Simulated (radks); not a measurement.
The numbers below are computed, except where a source is named.
All-electron atom: Ca1.25+ in [Ar] 4s(up 0.5, down 0.25) (fractional occupations, a model configuration). Code: a radial shooting solver on a logarithmic mesh with Libxc functionals. Model: non-relativistic Kohn-Sham, BLYP, spin-polarised, spherical densities, point nucleus.

Unscreened Slater integrals over Kohn-Sham orbitals (hartree). They are taken over the spin-up orbitals.

| integral | value |
|---|---|
| F0(4s,4s) | 0.25745 |
| F0(4s,3p) | 0.32747 |
| G1(4s,3p) | 0.024074 |
| F0(4s,3s) | 0.33029 |
| G0(4s,3s) | 0.016437 |
| F0(3p,3p) | 0.71345 |
| F2(3p,3p) | 0.35741 |
| F0(3p,3s) | 0.74313 |
| G1(3p,3s) | 0.49308 |
| F0(3s,3s) | 0.77671 |
